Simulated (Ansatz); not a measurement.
Relaxation of ClGeH₃ (5 atoms, charge 0, multiplicity 1), to a largest force component of 0.03 eV/Å in at most 50 steps.

Computed with RKS B3LYP-D4/def2-SVP in Ansatz.

```xyz
5
Properties=species:S:1:pos:R:3
Ge 0.213 0.000 0.022
Cl 0.887 0.000 2.112
H 1.695 0.000 -0.370
H -0.582 1.277 -0.305
H -0.582 -1.277 -0.305
```

Question: Where does it end, and by what steps?

Answer: The forces met the threshold. After 4 steps the energy has fallen by 0.268 eV; H3 moved furthest, 0.28 Å.

```json
{"step": "0", "energy less start (eV)": "0.0000", "largest force component (eV/Å)": "1.007", "accepted": "yes"}
{"step": "1", "energy less start (eV)": "-0.2326", "largest force component (eV/Å)": "0.416", "accepted": "yes"}
{"step": "2", "energy less start (eV)": "-0.2485", "largest force component (eV/Å)": "0.811", "accepted": "yes"}
{"step": "3", "energy less start (eV)": "-0.2677", "largest force component (eV/Å)": "0.084", "accepted": "yes"}
{"step": "4", "energy less start (eV)": "-0.2683", "largest force component (eV/Å)": "0.014", "accepted": "yes"}
```

```xyz
5
Properties=species:S:1:pos:R:3
Ge 0.298 0.000 0.074
Cl 0.694 0.000 2.219
H 1.654 0.000 -0.650
H -0.508 1.270 -0.244
H -0.508 -1.270 -0.244
```

Run time: 12 s on 1 thread of Arm Neoverse V1, with other jobs on the host, peak memory 0.12 GiB.
